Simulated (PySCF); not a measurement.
**One elementary step**

Start structure (GeH4S, closed shell), relaxed at PBE0-D4/def2-TZVP:

Ge1  (-0.347, -1.159, -0.891)
H2  (0.254, 1.426, 0.829)
S3  (1.004, 0.332, 0.610)
H4  (0.046, -0.077, -1.994)
H5  (-1.650, -0.348, -0.462)
H6  (0.717, -0.185, 1.816)
(Å)

The step: GeH₄S ([SH2][GeH2]) → GeH₂S ([SH][GeH]) + H₂; bonds formed: H2–H4; bonds broken: Ge1–H4, H2–S3. Program: PySCF 2.14 with density fitting (its default auxiliary sets; JK sets also for MP2 and CCSD(T)). Basis: def2-TZVPP and def2-QZVPP. Cores are frozen in the correlated methods. Filled d shells of the heavier atoms are correlated. The def2 sets are not built for correlating such inner shells, so the correlated values are less sure here. Extrapolation: Hartree–Fock as exp(−7.88 √X), correlation as X^−2.97. Energies below are by CCSD(T) at an estimated basis limit (MP2 extrapolated from triple and quadruple zeta, plus CCSD(T) − MP2 in triple zeta).

(1) What are the electronic barrier and the energy of the step, from the start structure to the end structure? (Judge from chemistry; the value comes from the calculation.)

T1 diagnostic: at most 0.015. The end structure is not quite a true minimum (one mode of 51i cm⁻¹).

Results:

(1) By the calculation: Barrier 0.623 eV; step energy -0.379 eV (downhill); reverse barrier, their difference, 1.002 eV. Barrier and step energy count from the start structure, the reverse barrier from the end structure.

The saddle point: One imaginary mode of 1016i cm⁻¹.
```csv
pair,start (Å),saddle (Å),end (Å)
H2–H4,3.20,1.06,0.75
Ge1–H4,1.59,1.73,2.98
H2–S3,1.35,1.67,3.52
```

Zero-point energy (harmonic, PBE0-D4): ZPE is 0.859 eV at the start and 0.785 eV at the saddle, so the barrier goes from 0.623 to 0.550 eV.

First-order rate constant out of the start structure at 898 K by transition-state theory, with harmonic vibrational free energies alone and no tunnelling: ΔA‡ = 0.696 eV, so k = (kB T/h) exp(−ΔA‡/kB T) ≈ 10^9 s⁻¹ (an order of magnitude at best: rotation, the number of equivalent paths and anharmonicity are left out).

Labels in which every atom is bracketed show which atoms are joined, not bond orders.

For scale, one of the runs: CCSD(T)/def2-TZVPP, 146 basis functions, launched by `OMP_NUM_THREADS=4 python run.py`. Time: 2.3 min of wall clock on 4 CPU threads of an Arm Neoverse N1; the host was shared. Peak host memory: 0.99 GiB.
